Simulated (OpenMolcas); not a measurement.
# Multiplet structure of V

```yaml
Program: OpenMolcas 26.06
Method: CASSCF
Basis: ANO-RCC-VTZP [6s5p3d2f1g]
Scalar_Hamiltonian: DKH2, point nucleus
Active_space: 5 electrons in 6 orbitals (3d 4s)
State_averaging: 2S+1 = 4 even, 50 roots; 2S+1 = 6 even, 5 roots kept (CI in the orbitals of an earlier block); 2S+1 = 2 even, 91 roots kept (CI in the orbitals of an earlier block)
Spin-orbit_coupling: state interaction with AMFI integrals over the reference wave functions, term energies averaged over their components
```

Spin-free terms above the lowest, with the occupations of the reference:

```
Configuration   Term  E (cm-1)      Occupations
       3d4 4s     6D       0.0  3d 4.00 4s 1.00
      3d3 4s2     4F      8178  3d 3.02 4s 1.98
       3d4 4s  4D(1)     10219  3d 4.00 4s 1.00
       3d4 4s     4P     16758  3d 3.65 4s 1.35
       3d4 4s     4H     17114  3d 4.00 4s 1.00
       3d4 4s     4F     19584  3d 3.98 4s 1.02
      3d3 4s2     2G     19887  3d 3.08 4s 1.92
       3d4 4s     4G     21121  3d 4.00 4s 1.00
      3d3 4s2     2P     22368  3d 3.46 4s 1.54
      3d3 4s2     4P     22369  3d 3.36 4s 1.64
       3d4 4s     2H     22477  3d 3.73 4s 1.27
      3d3 4s2     2D     24550  3d 3.14 4s 1.86
       3d4 4s     2F     24973  3d 3.96 4s 1.04
```

With spin-orbit coupling, above the lowest level:

| Configuration | Term | J | E (cm-1) | g | Term weight % | Second |
| --- | --- | --- | --- | --- | --- | --- |
| 3d4 4s | 6D | 1/2 | 0.0 | 3.339 | 100 |  |
| 3d4 4s | 6D | 3/2 | 44.5 | 1.869 | 100 |  |
| 3d4 4s | 6D | 5/2 | 118 | 1.659 | 100 |  |
| 3d4 4s | 6D | 7/2 | 220 | 1.589 | 100 |  |
| 3d4 4s | 6D | 9/2 | 348 | 1.557 | 100 |  |
| 3d3 4s2 | 4F | 3/2 | 8098 | 0.399 | 100 |  |
| 3d3 4s2 | 4F | 5/2 | 8219 | 1.029 | 100 |  |
| 3d3 4s2 | 4F | 7/2 | 8385 | 1.239 | 100 |  |
| 3d3 4s2 | 4F | 9/2 | 8594 | 1.334 | 100 |  |
| 3d4 4s | 4D(1) | 1/2 | 10224 | -0.002 | 100 |  |
| 3d4 4s | 4D(1) | 3/2 | 10291 | 1.201 | 100 |  |
| 3d4 4s | 4D(1) | 5/2 | 10401 | 1.372 | 100 |  |
| 3d4 4s | 4D(1) | 7/2 | 10552 | 1.429 | 100 |  |
| 3d4 4s | 4P | 1/2 | 16692 | 2.669 | 100 |  |
| 3d4 4s | 4P | 3/2 | 16853 | 1.734 | 100 |  |
| 3d4 4s | 4P | 5/2 | 17125 | 1.601 | 100 |  |
| 3d4 4s | 4H | 7/2 | 17225 | 0.666 | 100 |  |
| 3d4 4s | 4H | 9/2 | 17270 | 0.970 | 100 |  |
| 3d4 4s | 4H | 11/2 | 17325 | 1.133 | 100 |  |
| 3d4 4s | 4H | 13/2 | 17391 | 1.231 | 100 |  |
| 3d4 4s | 4F | 3/2 | 19721 | 0.399 | 100 |  |
| 3d4 4s | 4F | 5/2 | 19741 | 1.026 | 99 |  |
| 3d4 4s | 4F | 7/2 | 19773 | 1.235 | 99 |  |
| 3d4 4s | 4F | 9/2 | 19818 | 1.331 | 98 |  |
| 3d3 4s2 | 2G | 7/2 | 19995 | 0.889 | 100 |  |
| 3d3 4s2 | 2G | 9/2 | 20169 | 1.112 | 99 |  |
| 3d4 4s | 4G | 5/2 | 21228 | 0.574 | 99 |  |
| 3d4 4s | 4G | 7/2 | 21291 | 0.987 | 99 |  |
| 3d4 4s | 4G | 9/2 | 21357 | 1.173 | 99 |  |
| 3d4 4s | 4G | 11/2 | 21416 | 1.273 | 100 |  |
| 3d3 4s2 | 4P | 1/2 | 22316 | 1.885 | 61 | 39 2P |
| 3d3 4s2 | 4P | 3/2 | 22429 | 1.650 | 79 | 20 2P |
| 3d3 4s2 | 2P | 1/2 | 22441 | 1.450 | 61 | 39 4P |
| 3d4 4s | 2H | 9/2 | 22616 | 0.910 | 100 |  |
| 3d3 4s2 | 4P | 5/2 | 22697 | 1.601 | 100 |  |
| 3d3 4s2 | 2P | 3/2 | 22702 | 1.411 | 78 | 20 4P |
| 3d4 4s | 2H | 11/2 | 22740 | 1.092 | 100 |  |
| 3d3 4s2 | 2D | 3/2 | 24696 | 0.809 | 98 |  |
| 3d3 4s2 | 2D | 5/2 | 24816 | 1.195 | 98 |  |
| 3d4 4s | 2F | 5/2 | 25150 | 0.863 | 98 |  |

Against the 11 measured excited levels shown (NIST Handbook of Basic Atomic Spectroscopic Data) the mean absolute deviation is 5900 cm-1; the largest miss in energy is 3d4 4s 6D 1/2: computed -8098, measured 2112 cm-1 (-483.4 %). Levels of one J stand in another order than measured, so their pairing by name is doubtful. These deviations count from the computed level that pairs with the measured ground level.

Spin-orbit coupling puts the lowest level 208 cm-1 below the lowest spin-free term.

For 6D the intervals divided by the larger J are 29.6, 29.4, 29.0, 28.6 cm-1. Landé's interval rule makes them equal in pure LS coupling; they differ by 4 % of their mean. The multiplet is regular.

Without dynamic correlation excited terms often stand tens of per cent too high (terms of higher spin than the ground term too low), and those without a measured partner can miss by more than the paired ones. Terms from blocks run as CI alone lack orbitals of their own. The lowest computed level is not the ground level that NIST lists (4F3/2). Configurations are named by rounded mean occupations; where the s occupation lies near a half they are strongly mixed, a name can repeat and a true partner stay unpaired. A single d shell beside an s shell can misplace configurations of different d count against each other. Measured partners are found by configuration, term and J. A level has none where our copy of the source lacks it or the pairing is in doubt (some pairs that miss far off the trend of their configuration count as doubtful), and it then counts in no deviation. Only configurations of the active space appear. The first state left out of the spin-orbit step lies near 35000 cm-1 above the lowest spin-free state of the reference (among the parities and spins computed), and the list stops at four fifths of that energy or lower. The table shows the lowest 40 of 55 levels.

The term weight is that of the spin-free term in the level, not the purity of its configuration. A number in round brackets counts repeated terms of one configuration in the order of the reference energies.
